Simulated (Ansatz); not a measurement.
Gas-phase electronic energies from Ansatz, PBE0-D4/def2-TZVP geometries. CBS: MP2 limit from def2 TZ/QZ plus the TZ coupled-cluster correction, frozen cores. This one scheme is used for every species. Functionals use def2-TZVPP. Elements past krypton have def2 core potentials. For In, Se outer-core shells are correlated without core-valence functions, which leaves a few kJ/mol of doubt a bond. Scalar relativity is left out up to krypton. One conformer a species, not always the lowest.

Reaction (formal hydrolysis of the In–Se bond): `C[Se][InH][Cl]` + H₂O → `[OH][InH][Cl]` + `C[SeH]`

`C[Se][InH][Cl]`:

Z-matrix (Å, degrees):
```
C
Se 1 1.962
H 1 1.086 2 110.5
H 1 1.089 2 105.6 3 119.0
H 1 1.086 2 110.3 3 -122.1
In 2 2.475 1 99.1 3 57.8
Cl 6 2.344 2 111.2 1 -0.6
H 6 1.701 2 131.3 1 179.7
```

H₂O:

Z-matrix (Å, degrees):
```
O
H 1 0.960
H 1 0.960 2 105.1
```

`[OH][InH][Cl]`:

```xyz
5

O    -0.561    1.136   -0.823
In    0.071   -0.590   -0.121
Cl    0.885   -0.313    2.048
H    -0.447    1.843   -0.182
H     0.051   -2.076   -0.922
```

`C[SeH]`:

Cartesian coordinates in Å:
```
C 0.063 -0.467 0.275
Se -0.866 1.165 -0.245
H 0.198 -1.121 -0.583
H -0.579 -0.958 1.004
H 1.019 -0.232 0.738
H 0.165 1.614 -1.189
```

CCSD(T)/CBS gives +0.86 eV.

Task: Another level gave +0.89 eV. Which?
A. r2SCANh/def2-TZVPP
B. BHLYP-D4/def2-TZVPP
C. CAM-B3LYP/def2-TZVPP
D. PBE/def2-TZVPP

Result: B. BHLYP-D4 0.89, PBE 0.77, r2SCANh 0.82, CAM-B3LYP 0.69 eV.

Largest T1 diagnostic among the species: 0.015.

From r2SCAN to r2SCAN0 (25 % exact exchange), in def2-TZVPP and without D4, ΔE moves by +0.07 eV. The D4 term adds +0.09 eV with B3LYP and +0.05 eV with PBE0; it sums over pairs of atoms, weighted by their polarisabilities, and B3LYP, whose exchange is more repulsive, gets the larger term.

B3LYP here is the variant with VWN-RPA as its local correlation; programs differ in this.
